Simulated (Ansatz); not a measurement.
`FC1BN1` and `NC1BN1` differ in one atom or group.

Ansatz, PBE0-D4/def2-TZVP geometries, multiplicity 1. Each molecule was computed in one conformer, which needn't be the lowest.

```tsv
property	`FC1BN1`
HOMO energy (B3LYP/def2-TZVPP) / eV	-7.76
LUMO energy (ωB97M-V/def2-TZVPP) / eV	1.65
size of the dipole moment (ωB97M-V/def2-TZVPP) / D	2.33
HOMO–LUMO gap (ωB97M-V/def2-TZVPP) / eV	11.93
HOMO energy (PBE/def2-TZVPP) / eV	-6.50
size of the dipole moment (B3LYP/def2-TZVPP) / D	2.32
```

**Question.** Give the same properties after the change, and the shifts. (An estimate is asked.)

**Answer.** Computed: 
| property | `NC1BN1` | shift |
| --- | --- | --- |
| HOMO energy (B3LYP/def2-TZVPP) / eV | -6.47 | 1.29 |
| LUMO energy (ωB97M-V/def2-TZVPP) / eV | 1.89 | 0.24 |
| size of the dipole moment (ωB97M-V/def2-TZVPP) / D | 2.13 | -0.20 |
| HOMO–LUMO gap (ωB97M-V/def2-TZVPP) / eV | 10.91 | -1.02 |
| HOMO energy (PBE/def2-TZVPP) / eV | -5.32 | 1.18 |
| size of the dipole moment (B3LYP/def2-TZVPP) / D | 2.09 | -0.23 |

With PBE0 the HOMO rises by 1.27 eV and the LUMO rises by 0.34 eV, so the gap narrows by about 0.93 eV. PBE moves the HOMO by 1.18 eV and ωB97M-V by 1.27 eV. Dipoles are sizes alone; their direction can turn.

B3LYP here is the variant with VWN-RPA as its local correlation; programs differ in this.
